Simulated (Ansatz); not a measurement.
`C[SiH2][B]1[O][AlH]1`. Total charge 0; spin multiplicity 1. The structure was optimised at the PBE0-D4/def2-TZVP level. It is one conformer, not always the lowest.

```xyz
11

C     0.285    0.072   -1.914
Si    1.130    0.097   -0.242
B    -0.257    0.050    1.218
O    -0.565    0.604    2.369
Al   -1.941   -0.607    2.162
H    -0.308    0.977   -2.064
H     1.019    0.009   -2.720
H    -0.384   -0.788   -1.989
H     2.027    1.283   -0.125
H     1.961   -1.128   -0.065
H    -2.968   -0.569    3.371
```

Question: What is the dipole moment at B3LYP/def2-TZVPP? (Estimate.)

Answer: Computed: 1.55 D, with components (-0.80, -0.68, -1.14) D in this frame, pointing from negative to positive charge.

Question: And with PBE, r2SCAN, ωB97M-V? (Best estimate.)

Answer: Computed: PBE 1.38 D, r2SCAN 1.41 D, ωB97M-V 1.64 D.

Question: Give the Mulliken charges with B3LYP, r2SCAN, PBE in def2-TZVPP. (Best estimate.)

Answer: Ansatz gave: 
```tsv
atom	B3LYP	r2SCAN	PBE
C1	-0.39	-0.31	-0.37
Si2	0.22	0.26	0.16
B3	0.26	0.18	0.21
O4	-0.27	-0.28	-0.20
Al5	0.14	0.21	0.09
H6	0.10	0.08	0.11
H7	0.11	0.08	0.11
H8	0.11	0.08	0.11
H9	-0.08	-0.08	-0.07
H10	-0.08	-0.08	-0.06
H11	-0.11	-0.13	-0.08
```

B3LYP here is the variant with VWN-RPA as its local correlation; programs differ in this.
